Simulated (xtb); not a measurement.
xtb input for In(I) cation (IIn), SMILES [In][I] (connectivity only; charge and spin as stated), charge +1, multiplicity 2, GFN2-xTB. 

```
$ xtb mol.xyz --gfn 2 --sp --chrg 1 --uhf 1 --json
$ cat mol.xyz
2

In     0.00000000     0.00000000    -1.69315037
I      0.00000000     0.00000000     1.56536544
```

It prints:

```
[banner left out]
          |                Calculation Setup                |
           -------------------------------------------------



           -------------------------------------------------
          |                 G F N 2 - x T B                 |
           -------------------------------------------------

        Reference                      10.1021/acs.jctc.8b01176
      * Hamiltonian:
        H0-scaling (s, p, d)           1.850000    2.230000    2.230000
        zeta-weighting                 0.500000
      * Dispersion:
        s8                             2.700000
        a1                             0.520000
        a2                             5.000000
        s9                             5.000000
      * Repulsion:
        kExp                           1.500000    1.000000
        rExp                           1.000000
      * Coulomb:
        alpha                          2.000000
        third order                    shell-resolved
        anisotropic                    true
        a3                             3.000000
        a5                             4.000000
        cn-shift                       1.200000
        cn-exp                         4.000000
        max-rad                        5.000000


          ...................................................
          :                      SETUP                      :
          :.................................................:
          :  # basis functions                  20          :
          :  # atomic orbitals                  18          :
          :  # shells                            6          :
          :  # electrons                         9          :
          :  max. iterations                   250          :
          :  Hamiltonian                  GFN2-xTB          :
          :  restarted?                      false          :
          :  GBSA solvation                  false          :
          :  PC potential                    false          :
          :  electronic temp.          300.0000000     K    :
          :  accuracy                    1.0000000          :
          :  -> integral cutoff          0.2500000E+02      :
          :  -> integral neglect         0.1000000E-07      :
          :  -> SCF convergence          0.1000000E-05 Eh   :
          :  -> wf. convergence          0.1000000E-03 e    :
          :  Broyden damping             0.4000000          :
          :  net charge                          1          :
          :  unpaired electrons                  1          :
          ...................................................

 iter      E             dE          RMSdq      gap      omega  full diag
   1     -4.6278486 -0.462785E+01  0.220E+01    6.79       0.0  T
   2     -4.6310090 -0.316035E-02  0.850E+00    6.77       1.0  T
   3     -4.6314181 -0.409127E-03  0.478E+00    6.44       1.0  T
   4     -4.6317829 -0.364845E-03  0.381E+00    6.09       1.0  T
   5     -4.6318705 -0.875948E-04  0.121E+00    5.89       1.0  T
   6     -4.6317958  0.747787E-04  0.273E+00    6.06       1.0  T
   7     -4.6318915 -0.957462E-04  0.128E+00    5.96       1.0  T
   8     -4.6319089 -0.174337E-04  0.753E-01    5.97       1.0  T
   9     -4.6319182 -0.929365E-05  0.495E-02    6.00       1.4  T
  10     -4.6319182  0.653241E-09  0.463E-02    6.00       1.5  T
  11     -4.6319183 -0.354724E-07  0.191E-03    6.00      37.0  T
  12     -4.6319183 -0.358265E-10  0.361E-04    6.00     195.8  T
  13     -4.6319183 -0.669687E-12  0.855E-05    6.00     826.9  T

   *** convergence criteria satisfied after 13 iterations ***

         #    Occupation            Energy/Eh            Energy/eV
      -------------------------------------------------------------
         1        2.0000           -0.9558605             -26.0103
         2        2.0000           -0.7665829             -20.8598
         3        1.7692           -0.6373887             -17.3442
         4        1.6154           -0.6366914             -17.3253
         5        1.6154           -0.6366914             -17.3253 (HOMO)
         6                         -0.4162844             -11.3277 (LUMO)
         7                         -0.4162844             -11.3277
         8                         -0.3828459             -10.4178
         9                         -0.2634583              -7.1691
        10                         -0.2634583              -7.1691
       ...                                ...                  ...
        18                          0.1849643               5.0331
      -------------------------------------------------------------
                  HL-Gap            0.2204071 Eh            5.9976 eV
             Fermi-level           -0.5813664 Eh          -15.8198 eV

 SCC (total)                   0 d,  0 h,  0 min,  0.003 sec
 SCC setup                      ...        0 min,  0.000 sec (  3.483%)
 Dispersion                     ...        0 min,  0.000 sec (  0.850%)
 classical contributions        ...        0 min,  0.000 sec (  0.652%)
 integral evaluation            ...        0 min,  0.000 sec ( 16.973%)
 iterations                     ...        0 min,  0.002 sec ( 58.729%)
 molecular gradient             ...        0 min,  0.000 sec ( 16.260%)
 printout                       ...        0 min,  0.000 sec (  2.693%)

         :::::::::::::::::::::::::::::::::::::::::::::::::::::
         ::                     SUMMARY                     ::
         :::::::::::::::::::::::::::::::::::::::::::::::::::::
         :: total energy              -4.631808096685 Eh    ::
         :: gradient norm              0.000003243186 Eh/a0 ::
         :: HOMO-LUMO gap              5.997581353818 eV    ::
         ::.................................................::
         :: SCC energy                -4.631918261459 Eh    ::
         :: -> isotropic ES            0.108462837353 Eh    ::
         :: -> anisotropic ES          0.000420844530 Eh    ::
         :: -> anisotropic XC         -0.000183757021 Eh    ::
         :: -> dispersion             -0.001035345679 Eh    ::
         :: repulsion energy           0.000110164774 Eh    ::
         :: add. restraining           0.000000000000 Eh    ::
         :: total charge               1.000000000319 e     ::
         :::::::::::::::::::::::::::::::::::::::::::::::::::::

           -------------------------------------------------
          |                Property Printout                |
           -------------------------------------------------

    * Orbital Energies and Occupations

         #    Occupation            Energy/Eh            Energy/eV
      -------------------------------------------------------------
         1        2.0000           -0.9558605             -26.0103
         2        2.0000           -0.7665829             -20.8598
         3        1.7692           -0.6373887             -17.3442
         4        1.6154           -0.6366914             -17.3253
         5        1.6154           -0.6366914             -17.3253 (HOMO)
         6                         -0.4162844             -11.3277 (LUMO)
         7                         -0.4162844             -11.3277
         8                         -0.3828459             -10.4178
         9                         -0.2634583              -7.1691
        10                         -0.2634583              -7.1691
        11                         -0.2415163              -6.5720
        12                         -0.2415163              -6.5720
        13                         -0.2136519              -5.8138
        14                         -0.2136519              -5.8138
        15                         -0.1733901              -4.7182
Note: The following floating-point exceptions are signalling: IEEE_DENORMAL
normal termination of xtb
        16                         -0.1648934              -4.4870
       ...                                ...                  ...
        18                          0.1849643               5.0331
      -------------------------------------------------------------
                  HL-Gap            0.2204071 Eh            5.9976 eV
             Fermi-level           -0.5813664 Eh          -15.8198 eV

     #   Z          covCN         q      C6AA      α(0)
     1  49 In       0.632     0.795   506.399    59.056
     2  53 I        0.632     0.205   354.903    32.530

 Mol. C6AA /au·bohr⁶  :       1656.779562
 Mol. C8AA /au·bohr⁸  :     200189.268698
 Mol. α(0) /au        :         91.585554


Wiberg/Mayer (AO) data.
largest (>0.10) Wiberg bond orders for each atom

 ---------------------------------------------------------------------------
     #   Z sym  total        # sym  WBO       # sym  WBO       # sym  WBO
 ---------------------------------------------------------------------------
     1  49 In   0.349 --     2 I    0.349
     2  53 I    0.349 --     1 In   0.349
 ---------------------------------------------------------------------------

Topologies differ in total number of bonds
Writing topology from bond orders to xtbtopo.mol

molecular dipole:
                 x           y           z       tot (Debye)
 q only:        0.000       0.000      -1.940
   full:       -0.000      -0.000      -2.408       6.122
molecular quadrupole (traceless):
                xx          xy          yy          xz          yz          zz
 q only:       -4.967       0.000      -4.967       0.000       0.000       9.933
  q+dip:       -4.721       0.000      -4.721       0.000      -0.000       9.441
   full:       -3.770      -0.000      -3.770       0.000      -0.000       7.540


           -------------------------------------------------
          | TOTAL ENERGY               -4.631808096685 Eh   |
          | GRADIENT NORM               0.000003243186 Eh/α |
          | HOMO-LUMO GAP               5.997581353818 eV   |
           -------------------------------------------------

------------------------------------------------------------------------
------------------------------------------------------------------------
 total:
 SCF:
```

The run converged.
